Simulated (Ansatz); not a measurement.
Relaxation of AlClFH3O (7 atoms, charge 0, multiplicity 1), to a largest force component of 0.03 eV/Å in at most 50 steps.

Level of theory: Ansatz, RKS B3LYP/def2-SVP.

```xyz
7
Properties=species:S:1:pos:R:3
Al 0.059 0.340 -0.031
Cl 0.012 0.375 2.166
F 1.528 0.658 -0.734
H -1.259 0.277 -0.863
O 0.120 -2.524 0.712
H -0.755 -2.927 0.609
H 0.097 -2.137 1.620
```

Problem. Where does it end, and by what steps?

Solution. The forces met the threshold. After 8 steps the energy has fallen by 0.802 eV; O5 moved furthest, 0.55 Å. Joined: Al1–O5 (2.96 → 1.99 Å).

```json
{"step": "0", "energy less start (eV)": "0.0000", "largest force component (eV/Å)": "1.175", "accepted": "yes"}
{"step": "1", "energy less start (eV)": "-0.1929", "largest force component (eV/Å)": "1.142", "accepted": "yes"}
{"step": "2", "energy less start (eV)": "-0.4907", "largest force component (eV/Å)": "1.481", "accepted": "yes"}
{"step": "3", "energy less start (eV)": "-0.7158", "largest force component (eV/Å)": "1.096", "accepted": "yes"}
{"step": "4", "energy less start (eV)": "-0.7800", "largest force component (eV/Å)": "0.454", "accepted": "yes"}
{"step": "5", "energy less start (eV)": "-0.7982", "largest force component (eV/Å)": "0.177", "accepted": "yes"}
{"step": "6", "energy less start (eV)": "-0.8009", "largest force component (eV/Å)": "0.100", "accepted": "yes"}
{"step": "7", "energy less start (eV)": "-0.8017", "largest force component (eV/Å)": "0.040", "accepted": "yes"}
{"step": "8", "energy less start (eV)": "-0.8019", "largest force component (eV/Å)": "0.016", "accepted": "yes"}
```

```xyz
7
Properties=species:S:1:pos:R:3
Al 0.010 -0.051 0.158
Cl -0.002 0.540 2.223
F 1.459 0.209 -0.635
H -1.318 0.018 -0.687
O 0.102 -1.985 0.604
H -0.567 -2.588 0.244
H 0.119 -2.081 1.573
```

Time of the run: 33 s on 1 thread of Arm Neoverse V2, with other jobs on the host, peak memory 0.14 GiB.
